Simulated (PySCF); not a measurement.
Match the barriers

Saddle point of GaH₃S, closed shell (GaH₃S ([SH][GaH2]) → GaH + H₂S; bonds formed: S2–H3; bonds broken: Ga1–S2, Ga1–H3), PBE0-D4/def2-TZVP structure:

```
atom    x (Å)    y (Å)    z (Å)
 Ga1  -0.4682  -0.8146   0.8122
  S2   0.3078   0.7818  -1.0301
  H3   0.9524  -0.4788   0.0651
  H4  -1.9994  -0.9153   0.4239
  H5   1.2075   1.4270  -0.2710
```

PySCF 2.14 with density fitting (its default auxiliary sets; JK sets also for MP2 and CCSD(T)); basis: def2-TZVPP, with def2-QZVPP for the basis limit; cores frozen in the correlated methods. Filled d shells of the heavier atoms are correlated. The def2 sets are not built for correlating such inner shells, so the correlated values are less sure here. Extrapolation: Hartree–Fock as exp(−7.88 √X), correlation as X^−2.97. Four methods, as single points on the PBE0-D4 structures, gave these electronic barriers from the start structure: 2.101, 2.354, 2.736, 3.318 eV.

(1) The methods were, in alphabetical order, BHLYP-D4, HF, PBE-D4, r2SCAN-D4. Which gave which? (Judge from chemistry; the calculation decides.)

T1 diagnostic: at most 0.017. The restricted Hartree–Fock reference is unstable towards an unrestricted one at one or more of these structures.

Results:

(1) Computed: PBE-D4 2.101; r2SCAN-D4 2.354; BHLYP-D4 2.736; HF 3.318 eV. For comparison, CCSD(T) at an estimated basis limit (MP2 extrapolated from triple and quadruple zeta, plus CCSD(T) − MP2 in triple zeta) gives 2.507 eV.

Labels in which every atom is bracketed show which atoms are joined, not bond orders.

For scale, one of the runs: CCSD(T)/def2-TZVPP, 132 basis functions, launched by `OMP_NUM_THREADS=4 python run.py`. Time: 61 s of wall clock on 4 CPU threads of an Arm Neoverse V2; the host was shared. Peak host memory: 0.72 GiB.
